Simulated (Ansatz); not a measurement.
The same molecule with X = C, Si, Ge, Sn. Ansatz, PBE0-D4/def2-TZVP geometries, multiplicity 2.

Elements past krypton have def2 core potentials. Scalar relativity is left out up to krypton.

```tsv
X	molecule	mean X–H bond length / Å	mean X–O bond length / Å	size of the dipole moment (ωB97M-V/def2-TZVPP) / D	size of the dipole moment (B3LYP/def2-TZVPP) / D	zero-point energy (PBE0-D4/def2-TZVP) / kJ/mol
C	`[CH2]O`•	1.082	1.357	1.50	1.49	98.2
Ge	`[OH][GeH2]`•	1.551	1.786	1.43	1.38	72.2
Sn	`[OH][SnH2]`•	1.729	1.976	1.78	1.70	65.7
```

(1) Give the row for X = Si, `O[SiH2]`•. (Estimate.)

Results:

(1) Computed: 
```json
{"X": "Si", "molecule": "`O[SiH2]`•", "mean X–H bond length / Å": "1.492", "mean X–O bond length / Å": "1.652", "size of the dipole moment (ωB97M-V/def2-TZVPP) / D": "1.37", "size of the dipole moment (B3LYP/def2-TZVPP) / D": "1.34", "zero-point energy (PBE0-D4/def2-TZVP) / kJ/mol": "75.7"}
```

From C to Sn the mean X–H bond length rises at each step, by 0.647 Å in all; the mean X–O bond length rises at each step, by 0.619 Å in all; the zero-point energy (PBE0-D4/def2-TZVP) falls at each step, by 32.5 kJ/mol in all. Bonds lengthen as the atom grows down the group. Dipoles are sizes alone, and their direction can turn along the series.

B3LYP here is the variant with VWN-RPA as its local correlation; programs differ in this.
